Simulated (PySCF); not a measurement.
From one molecule to another.

First species: C2H10N2Si2.
SMILES: `C=N[Si@H](N)C[SiH3]`

Second species: C2H10N2Si2.
InChI=1S/C2H10N2Si2/c1-6-3-2-5-4-6/h3-4,6H,2,5H2,1H3/t6-/m1/s1

Levels: CAM-B3LYP/def2-SVPD for HOMO energy, LUMO energy, HOMO–LUMO gap and static isotropic polarisability; TDDFT CAM-B3LYP/def2-SVPD for lowest singlet excitation; TDA CAM-B3LYP/def2-SVPD for lowest triplet excitation (Tamm–Dancoff). Geometries: GFN2-xTB. All species are isolated and taken at one optimised geometry, non-relativistic unless stated. Electronic properties by PySCF.

The conformers computed, where there is a choice (atom-mapped SMILES and torsion angles):
- `[CH2:1]=[N:2][Si@H:3]([NH2:4])[CH2:5][SiH3:6]`: C1–N2–Si3–N4 -130°, N2–Si3–C5–Si6 -74°, H–N4–Si3–N2 -73°, H–N4–Si3–N2 62°

The conformers of `C[Si@@H]1NC[SiH2]N1` aren't listed.

| property | column X | column Y |
| --- | --- | --- |
| HOMO energy | -7.95 eV | -8.31 eV |
| LUMO energy | 1.13 eV | 0.36 eV |
| HOMO–LUMO gap | 9.08 eV | 8.67 eV |
| lowest singlet excitation | 5.96 eV | 3.99 eV |
| lowest triplet excitation (Tamm–Dancoff) | 5.70 eV | 3.39 eV |
| static isotropic polarisability | 86.3 au | 92.3 au |

**Question.** Which column belongs to which species?

**Answer.** Column X is the second species and column Y the first. The first has 16 atoms and 64 electrons, the second 16 and 64.

**Question.** How does each property change from the first species to the second?

**Answer.** HOMO energy +0.36 eV; LUMO energy +0.77 eV; HOMO–LUMO gap +0.41 eV; lowest singlet excitation +1.97 eV; lowest triplet excitation (Tamm–Dancoff) +2.31 eV; static isotropic polarisability -6.0 au.

On the first: S1 lies 4.68 eV below the HOMO–LUMO gap; its leading configuration is HOMO→LUMO, weight 0.97. The polarisability is 13.68 Å³ as a volume (1 au = 0.148185 Å³), or 1.44 au for each of the 64 electrons.

On the second: The vertical singlet–triplet gap S1 − T1 is 0.26 eV (TDDFT singlet less Tamm–Dancoff triplet; S1: HOMO→LUMO, weight 0.50, beside HOMO→LUMO+1, weight 0.28; T1: HOMO→LUMO, weight 0.45, beside HOMO→LUMO+1, weight 0.23). The polarisability is 12.79 Å³ as a volume (1 au = 0.148185 Å³), or 1.35 au for each of the 64 electrons.
